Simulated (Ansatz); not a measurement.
Cost and result for the atomization energy of `N=CC(=N)O[SiH3]` (12 atoms, 11 bonds).

Z-matrix (Å, degrees):
```
Si
O 1 1.692
H 1 1.479 2 110.8
H 1 1.481 2 102.1 3 117.6
H 1 1.479 2 110.8 3 -124.8
C 2 1.336 1 117.9 3 62.4
C 6 1.498 2 111.6 1 -180.0
N 6 1.263 2 119.9 1 0.1
N 7 1.260 6 126.6 2 178.1
H 7 1.091 6 114.4 2 -1.8
H 8 1.016 6 113.2 2 179.8
H 9 1.024 7 111.6 6 -0.1
```

Total charge 0; spin multiplicity 1. Geometry: relaxed with PBE0-D4/def2-TZVP. It is one conformer, not always the lowest. Program: Ansatz. All runs use 4 threads of an Arm Neoverse V1 on a shared host. Times are those of one run each, without the atoms' runs, and a repeat can differ threefold. Electronic energies, without spin–orbit coupling; frozen cores. CCSD(T)/CBS adds CCSD(T) − MP2 in def2-TZVPP to the MP2 limit, and its time is that of the two runs behind it. T1 = 0.014; the RHF reference is unstable towards UHF. B3LYP takes the VWN-RPA correlation (the form of Gaussian; ORCA's B3LYP/G).

CCSD(T)/CBS is a level of theory with its own doubt, some kJ/mol a heavy atom from the limit and from the frozen cores, so smaller differences don't rank the functionals.

```csv
level,functions,atomization (kcal/mol),difference from CCSD(T)/CBS,per bond
B3LYP-D4/def2-TZVPP (with forces),281,1114.2,6.0,0.6
CCSD(T)/def2-TZVPP,281,1073.5,-34.7,-3.1
PBE0-D4/def2-TZVPP,281,1111.0,2.8,0.3
MP2/def2-QZVPP,535,1117.2,9.0,0.8
PBE-D4/def2-TZVPP (with forces),281,1144.8,36.6,3.3
r2SCAN-D4/def2-TZVPP (with forces),281,1108.7,0.5,0.1
ωB97X-V/def2-TZVPP,281,1115.3,7.1,0.6
B2PLYP/def2-TZVPP,281,1099.7,-8.5,-0.8
CCSD(T)/CBS(def2),–,1108.2,0.0,0.0
ωB97M-V/def2-TZVPP (with forces),281,1114.9,6.7,0.6
```

Task: Order the runs by time, with rough figures. (An estimate is asked.)

Result: Ansatz gave: PBE-D4/def2-TZVPP (with forces) 3 s; PBE0-D4/def2-TZVPP 3.8 s; r2SCAN-D4/def2-TZVPP (with forces) 5.5 s; B3LYP-D4/def2-TZVPP (with forces) 6 s; B2PLYP/def2-TZVPP 8 s; ωB97X-V/def2-TZVPP 9 s; ωB97M-V/def2-TZVPP (with forces) 13 s; MP2/def2-QZVPP 34 s; CCSD(T)/def2-TZVPP 4.6 min; CCSD(T)/CBS(def2) 5.1 min.

From PBE to PBE0 (25 % exact exchange), in def2-TZVPP and without D4, the atomization energy moves by −32.8 kcal/mol: exact exchange takes away binding that semilocal exchange gives to molecules. The D4 term adds +9.9 kcal/mol with B3LYP and +5.2 kcal/mol with PBE0; it sums over pairs of atoms, weighted by their polarisabilities, and B3LYP, whose exchange is more repulsive, gets the larger term. In def2-TZVPP, CCSD(T) changes the Hartree–Fock value by +323.7 kcal/mol (the triples alone add +22.5 kcal/mol) and MP2 by +346.7 kcal/mol; breaking electron pairs costs correlation energy, which Hartree–Fock lacks.
